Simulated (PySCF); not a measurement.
C6H13Se (SMILES C[C](C)[Se]C(C)C), doublet, at a GFN2-xTB geometry. Base run: DF-CAMB3LYP/STO-3G (PySCF).

PySCF was given this input:
```python
from pyscf import gto, scf, dft

mol = gto.Mole()
mol.atom = '''
    C     1.94334219    1.38860268   -0.28773995
    C     1.42322403    0.00651753   -0.50497977
    C     2.38649126   -0.99508788   -1.05124756
    Se   -0.00060149   -0.65330231    0.51682119
    C    -1.38335435    0.78929006    0.18216666
    C    -1.61351398    0.92845503   -1.30871405
    C    -2.64246427    0.41004159    0.93881950
    H     2.32774314    1.79285652   -1.22564167
    H     1.17290821    2.05871070    0.08624706
    H     2.77241036    1.39072253    0.42794709
    H     1.91778393   -1.97371926   -1.13989268
    H     3.27770460   -1.09350350   -0.42338676
    H     2.72637396   -0.67825055   -2.03953179
    H    -0.96191735    1.71015034    0.59548622
    H    -0.67342400    1.11714705   -1.82478228
    H    -2.05044550    0.01609759   -1.71063780
    H    -2.29316886    1.75614836   -1.50741463
    H    -3.39696858    1.18656050    0.82046144
    H    -3.04757004   -0.52664462    0.55861293
    H    -2.43332870    0.28908892    2.00078327
'''
mol.basis = 'sto-3g'
mol.spin = 1
mol.verbose = 3
mol.build()

mf = dft.UKS(mol)
mf.xc = 'camb3lyp'
mf = mf.density_fit(auxbasis='def2-universal-jkfit')
mf.kernel()
```

Variants of this job, named by their change:

```
change              basis functions       E (Eh)  HOMO (eV)  dipole (D)  core-seconds (rough)
------------------  ---------------  -----------  ---------  ----------  --------------------
base                             61  -2608.38728      -3.85        1.29                    20
basis = LANL2DZ                   ?            ?          ?           ?                    40
basis = pcseg-0                 102  -2634.43698      -6.09        1.34                    30
basis = 3-21G                   102  -2625.28621      -5.75        1.20                    30
basis = 6-31G                   107  -2637.51019      -5.90        1.55                    30
basis = 6-31G*                  142            ?      -5.91           ?                    60
basis = def2-SV(P)              142            ?          ?        1.24                    30
basis = pc-1                    176  -2637.82065      -6.07        1.28                    80
basis = pcseg-1                 176            ?      -6.08           ?                    70
basis = cc-pVDZ                 176  -2637.91232      -5.95        1.27                    70
basis = 6-31G**                 181  -2637.65416      -5.91        1.46                    70
basis = def2-SVP                181  -2637.47304      -6.01        1.24                    60
basis = 6-311G**                230  -2637.97021      -6.08        1.36                   100
```

Problem. Fill in the missing entries.

Solution. 
- basis = LANL2DZ, basis functions: 88
- basis = LANL2DZ, E (Eh): -245.41803
- basis = LANL2DZ, HOMO (eV): -5.88
- basis = LANL2DZ, dipole (D): 1.44
- basis = 6-31G*, E (Eh): -2637.63649
- basis = 6-31G*, dipole (D): 1.47
- basis = def2-SV(P), E (Eh): -2637.44284
- basis = def2-SV(P), HOMO (eV): -6.02
- basis = pcseg-1, E (Eh): -2637.62613
- basis = pcseg-1, dipole (D): 1.32

Totals compare only among sets that treat the same electrons; sets with core potentials leave the core out.

Open shells are given as the SCF converged; they aren't shown to be the lowest states, and a large step between rows can be another state.
